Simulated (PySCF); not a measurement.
# Spinor energies of Tc⁺ (technetium, charge +1)

Start: [Kr] 4d5 5s1; 4d3/2 filled at m_j = -3/2, -1/2, +1/2, +3/2; 4d5/2 filled at m_j = +5/2; 5s1/2 filled at m_j = +1/2. Calculated with PySCF 2.14 in x2c-SVPall-2c: generalised Hartree-Fock with the X2C-1e Hamiltonian and a Gaussian nucleus; one run each with spin-orbit coupling (SO) switched off, then screened by Boettger's factors.

```json
{"spinor shell": "1s1/2", "electrons": "2", "ε, spin-free (eV)": "-21162.4", "ε, screened SO (eV)": "-21161.3", "weight of nominal j (screened SO)": "1.000", "rms radius, screened SO (bohr)": "0.0394"}
{"spinor shell": "2s1/2", "electrons": "2", "ε, spin-free (eV)": "-3101.8", "ε, screened SO (eV)": "-3101.5", "weight of nominal j (screened SO)": "1.000", "rms radius, screened SO (bohr)": "0.162"}
{"spinor shell": "2p1/2", "electrons": "2", "ε, spin-free (eV)": "-2770.8", "ε, screened SO (eV)": "-2852.6", "weight of nominal j (screened SO)": "1.000", "rms radius, screened SO (bohr)": "0.141"}
{"spinor shell": "2p3/2", "electrons": "4", "ε, spin-free (eV)": "-2770.8", "ε, screened SO (eV)": "-2732.5", "weight of nominal j (screened SO)": "1.000", "rms radius, screened SO (bohr)": "0.145"}
{"spinor shell": "3s1/2", "electrons": "2", "ε, spin-free (eV)": "-579.62", "ε, screened SO (eV)": "-579.54", "weight of nominal j (screened SO)": "1.000", "rms radius, screened SO (bohr)": "0.441"}
{"spinor shell": "3p1/2", "electrons": "2", "ε, spin-free (eV)": "-467.79", "ε, screened SO (eV)": "-482.00", "weight of nominal j (screened SO)": "1.000", "rms radius, screened SO (bohr)": "0.439"}
{"spinor shell": "3p3/2", "electrons": "4", "ε, spin-free (eV)": "-467.79", "ε, screened SO (eV)": "-461.10", "weight of nominal j (screened SO)": "1.000", "rms radius, screened SO (bohr)": "0.450"}
{"spinor shell": "3d3/2", "electrons": "4", "ε, spin-free (eV)": "-286.94", "ε, screened SO (eV)": "-289.43", "weight of nominal j (screened SO)": "0.963", "rms radius, screened SO (bohr)": "0.434"}
{"spinor shell": "3d5/2", "electrons": "6", "ε, spin-free (eV)": "-286.94", "ε, screened SO (eV)": "-285.21", "weight of nominal j (screened SO)": "0.975", "rms radius, screened SO (bohr)": "0.437"}
{"spinor shell": "4s1/2", "electrons": "2", "ε, spin-free (eV)": "-97.206", "ε, screened SO (eV)": "-97.191", "weight of nominal j (screened SO)": "1.000", "rms radius, screened SO (bohr)": "1.13"}
{"spinor shell": "4p1/2", "electrons": "2", "ε, spin-free (eV)": "-63.627", "ε, screened SO (eV)": "-69.284", "weight of nominal j (screened SO)": "0.655", "rms radius, screened SO (bohr)": "1.26"}
{"spinor shell": "4p3/2", "electrons": "4", "ε, spin-free (eV)": "-63.627", "ε, screened SO (eV)": "-60.857", "weight of nominal j (screened SO)": "0.827", "rms radius, screened SO (bohr)": "1.26"}
{"spinor shell": "4d3/2", "electrons": "4", "ε, spin-free (eV)": "-21.626", "ε, screened SO (eV)": "-21.659", "weight of nominal j (screened SO)": "0.528", "rms radius, screened SO (bohr)": "1.78"}
{"spinor shell": "4d5/2", "electrons": "1", "ε, spin-free (eV)": "-21.626", "ε, screened SO (eV)": "-21.477", "weight of nominal j (screened SO)": "1.000", "rms radius, screened SO (bohr)": "1.79"}
{"spinor shell": "5s1/2", "electrons": "1", "ε, spin-free (eV)": "-14.387", "ε, screened SO (eV)": "-14.387", "weight of nominal j (screened SO)": "1.000", "rms radius, screened SO (bohr)": "3.33"}
```

```tsv
quantity	spin-free	screened SO
E (hartree)	-4282.18860	-4282.71801
M_J	3	3
⟨J²⟩	12.002	12.002
⟨L²⟩	0.000	0.017
⟨S²⟩	12.002	11.989
```

Each row is a mean over spinors that exchange with the open shell spreads, by up to 9.677 eV (4p3/2).

Rows whose weight is well below 1 are mixtures of j = l ± 1/2: exchange outweighs spin-orbit coupling there, and the label is only the starting occupation.

Breit and QED terms are absent; they matter most for the inner s and p1/2 levels.

Densities and radii are taken from the X2C orbitals without a picture-change correction, which distorts them close to the nucleus.

Without spin-orbit coupling the j labels of p, d and f shells carry no meaning; the spin-free column gives the mean over the occupied spinors of each nl shell.
